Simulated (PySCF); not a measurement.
## Ionisation energy of Ar⁺ by level of theory

Ar⁺ [Ne] 3s2 3p5 (2P) → Ar²⁺ [Ne] 3s2 3p4 (3P), as a difference of total energies. Calculation: PySCF 2.14, in aug-cc-pV(D+d)Z; the non-relativistic Hamiltonian (point nucleus). Correlated levels: valence: [Ne] frozen. The calculations carry no spin-orbit coupling.

```
           method  ionisation energy (eV)
              UHF                  26.397
            B3LYP                  27.742
              LDA                  27.845
    MP2 (valence)                  27.141
SCS-MP2 (valence)                  27.109
   CCSD (valence)                  27.074
CCSD(T) (valence)                  27.089
```

How much does correlation contribute at CCSD(T) (valence)?

27.089 − (26.397) = 0.692 eV, measured against UHF.

The reference lies between the lowest fine-structure levels, while these numbers refer to the centres of the terms.

Errors of the correlated levels include the incompleteness of this basis and the frozen core.

For comparison: 27.630 eV (measured; NIST Atomic Spectra Database, ionization energies).
